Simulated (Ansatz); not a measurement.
Reaction (redistribution): `O[Si](O)(F)[SeH]` + `C=CC(=C)[SiH3]` → `C=C[Si](O)(O)F` + `C=C([SiH3])[SeH]`

Program: Ansatz. Geometries: PBE0-D4/def2-TZVP. ΔE: electronic, gas phase. CBS: MP2 limit from def2 TZ/QZ plus the TZ coupled-cluster correction, frozen cores. DFT in def2-TZVPP. For Se outer-core shells are correlated without core-valence functions, which leaves a few kJ/mol of doubt a bond. Scalar relativity is left out up to krypton. Each species was taken in one conformer, which may not be the lowest.

(1) Is it downhill or uphill in electronic energy at CCSD(T)/CBS, and by how much? (Best estimate.)

(2) What do these levels give: ωB97X-V, ωB97M-V, MP2/def2-TZVPP, SCS-MP2/def2-TZVPP, SCS-MP2/def2-QZVPP, CCSD/CBS(def2)? (An estimate is asked.)

Largest T1 diagnostic among the species: 0.012.

## Answers

(1) The calculation gave: Uphill: ΔE = +0.77 eV.

(2) Computed: ωB97X-V 0.76, ωB97M-V 0.76, MP2/def2-TZVPP 0.75, SCS-MP2/def2-TZVPP 0.71, SCS-MP2/def2-QZVPP 0.74, CCSD/CBS(def2) 0.77 eV.
